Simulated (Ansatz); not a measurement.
C2H6SSi can be A, `[SiH3]CC=S`, or B, `S[SiH]1CC1`.

Program: Ansatz. Geometries: PBE0-D4/def2-TZVP. ΔE: electronic, gas phase. CCSD(T)/CBS adds triple-zeta CCSD(T) − MP2 to the extrapolated MP2 energy (def2 sets, frozen cores). Functionals use def2-TZVPP. B3LYP here is the variant with VWN-RPA as its local correlation; programs differ in this. One conformer a species, not always the lowest.

A:

Z-matrix (Å, degrees):
```
Si
C 1 1.901
H 1 1.482 2 109.2
H 1 1.486 2 108.7 3 -120.4
H 1 1.486 2 109.5 3 120.2
C 2 1.471 1 109.3 3 -64.8
H 2 1.095 1 106.6 3 174.6
H 2 1.092 1 107.4 3 56.5
S 6 1.614 2 126.3 1 96.4
H 6 1.094 2 114.7 1 -80.9
```

B:

```xyz
10

S    -0.727   -1.386    1.923
Si    0.512   -0.363    0.539
C    -0.131    0.095   -1.126
C    -0.119    1.246   -0.091
H    -0.445   -2.616    1.457
H     1.965   -0.554    0.722
H     0.565    0.186   -1.955
H    -1.109   -0.262   -1.431
H    -1.090    1.599    0.239
H     0.580    2.056   -0.278
```

Which isomer does CCSD(T)/CBS put lower? Give the gap. (An estimate is asked.)

Ansatz gave: B, by 12.1 kcal/mol.

Give E(B) − E(A) in kcal/mol with PBE0-D4, B2PLYP, B3LYP-D4, MP2/def2-TZVPP, CCSD/def2-TZVPP, r2SCAN-D4, PBE-D4. (An estimate is asked.)

Computed: PBE0-D4 -16.0, B2PLYP -10.4, B3LYP-D4 -9.8, MP2/def2-TZVPP -13.0, CCSD/def2-TZVPP -11.6, r2SCAN-D4 -14.7, PBE-D4 -14.2. None reverses the order clearly.

Does the order hold for the free energy at 298.15 K (harmonic terms from PBE0-D4)? (Estimate.)

The calculation gave: Yes: G(B) − G(A) = -10.1 kcal/mol, for one conformer each.

Largest T1 diagnostic: 0.016.

Leaving LDA and LC-ωPBE aside and taking each functional with its dispersion term where it has one, the values, not all of them listed here, spread over 8.5 kcal/mol, from r2SCAN0-D4 to BLYP-D4. LDA lies −3.5 kcal/mol from PBE without D4. At CCSD(T), def2-SVP lies +5.2 kcal/mol from the extrapolated value and def2-TZVPP +1.1 kcal/mol.
